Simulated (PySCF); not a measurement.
CaF, charge +1. Atoms are numbered in the order given.

```xyz
2

Ca     0.0000     0.0000    -0.5833
F      0.0000     0.0000     1.2962
```
Charge +1, spin multiplicity 1.

The structure is a stationary point at PBE-D3(BJ)/def2-TZVPD. The multiplicity is an assumed one; other spin states were not compared.

Vertical ionisation energy (IE) and electron affinity (EA) in eV. Rows of orbital energies are one-electron estimates. Where ΔSCF, EOM or ADC give a negative EA the extra electron is unbound and the value depends on the basis.

```json
[
 {"level": "−ε(HOMO), −ε(LUMO), HF/def2-TZVPD (PySCF)", "IE": "…", "EA": "…"},
 {"level": "−ε(HOMO), −ε(LUMO), r2SCAN/def2-TZVPD (PySCF)", "IE": "13.65", "EA": "6.83"}
]
```

Question: Complete the blanks. (Estimate from the structure and the level; the computed values follow.)

Answer: 
- −ε(HOMO), −ε(LUMO), HF/def2-TZVPD (PySCF), IE: 19.69
- −ε(HOMO), −ε(LUMO), HF/def2-TZVPD (PySCF), EA: 5.37
